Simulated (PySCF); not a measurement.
Compound: C4H9NSSi (charge +1 and doublet state).
Cartesian coordinates in Å at the GFN2-xTB level; atoms count from 1:
```
atom  x, y, z in Å
C1     2.544   -0.706    0.472
S2     1.824    0.942    0.321
Si3   -0.044    0.596   -0.769
N4    -0.505    2.145   -1.279
C5    -1.320    0.056    0.581
C6    -2.356   -0.961    0.251
C7    -1.431   -1.332    1.101
H8     2.667   -0.924    1.530
H9     1.935   -1.461   -0.013
H10    3.530   -0.671    0.012
H11    0.229   -0.533   -1.654
H12   -1.429    2.346   -1.632
H13    0.161    2.823   -1.620
H14   -1.562    0.893    1.233
H15   -3.234   -1.156   -0.315
H16   -1.018   -2.048    1.768
```

The hyperfine couplings belong to this conformer and change with its torsions.

As a line formula: `C[S+][Si@H](N)C1C=C1` [radical] (charge +1).

Computed, not measured: UKS B3LYP, pcH-1 on C H N S Si, non-relativistic, mean-field spin-orbit, GIAO (PySCF). Isolated species at its GFN2-xTB geometry (one conformer only). GFN2-xTB frequencies show an imaginary mode (29i cm⁻¹), so this geometry is no minimum at that level. A GFN2-xTB geometry isn't a minimum of the functional, and hyperfine couplings can be far from their values at a DFT geometry, by a factor of two or more for some ions and for spin on atoms past the first row. Stability of the SCF solution: not tested.

Question: Match the computed a_iso(13C) values +35.9, +10.8, -8.0, +4.6 MHz with the sites C1; C5; C6; C7.

Answer: 
| site | a_iso (MHz) | ρ(0) (bohr⁻³) | position | distance from S2 (Å) | spin population | largest \|T\| (MHz) |
| --- | --- | --- | --- | --- | --- | --- |
| C1 | -8.0 | -0.0074 | 1 bond from S2 | 1.81 | -0.02 | 4.5 |
| C5 | +35.9 | +0.0319 | 2 bonds from S2 | 3.28 | +0.11 | 32.6 |
| C6 | +10.8 | +0.0096 | 3 bonds from S2 | 4.59 | +0.14 | 29.0 |
| C7 | +4.6 | +0.0041 | 3 bonds from S2 | 4.05 | +0.13 | 23.5 |

Question: The isotropic 1H couplings, averaged over equivalent nuclei, are +121.3, +56.7, +33.5, -10.9, -7.8, +3.0, -1.1 MHz. Assign them to H8/H9/H10; H11; H12; H13; H14; H15; H16.

Answer: 
| site | a_iso (MHz) | ρ(0) (bohr⁻³) | position | distance from S2 (Å) | bound to | spin population there | largest \|T\| (MHz) |
| --- | --- | --- | --- | --- | --- | --- | --- |
| H8/H9/H10 | +33.5 | +0.0075 | 2 bonds from S2 | 2.39 | C1 | -0.02 | 4.1 |
| H11 | +56.7 | +0.0127 | 2 bonds from S2 | 2.94 | Si3 | +0.01 | 2.4 |
| H12 | -1.1 | -0.0003 | 3 bonds from S2 | 4.05 | N4 | +0.01 | 2.3 |
| H13 | +3.0 | +0.0007 | 3 bonds from S2 | 3.17 | N4 | +0.01 | 2.1 |
| H14 | +121.3 | +0.0271 | 3 bonds from S2, on C5 of spin population +0.11 | 3.51 | C5 | +0.11 | 10.8 |
| H15 | -10.9 | -0.0024 | 4 bonds from S2, on C6 of spin population +0.14 | 5.51 | C6 | +0.14 | 8.9 |
| H16 | -7.8 | -0.0017 | 4 bonds from S2, on C7 of spin population +0.13 | 4.37 | C7 | +0.13 | 7.6 |

ρ(0) is the spin density at the nucleus and T the dipolar tensor; a_iso includes a spin–orbit part; entries for several nuclei are means. The largest Mulliken spin populations are on S2 (+0.51), C6 (+0.14), C7 (+0.13) and C5 (+0.11).

Examples of negative spin density at the nucleus (bohr⁻³): C1 (-0.0074), H15 (-0.0024) and H16 (-0.0017).

Nuclei that the bonding pattern makes equivalent are averaged, as if the motion that swaps them (rotation, inversion, ring flip) were fast. H12 and H13 aren't averaged: N4 is flat or nearly so (angle sum 355°), and its turn about the short N4–Si3 bond (1.69 Å) is taken as slow. The three 1H nuclei of mean +33.5 MHz run from 3.0 to 61.8 MHz in the frozen geometry.

S2, the radical centre as drawn in `C[S+][Si@H](N)C1C=C1`, holds a spin population of +0.51 out of 1.
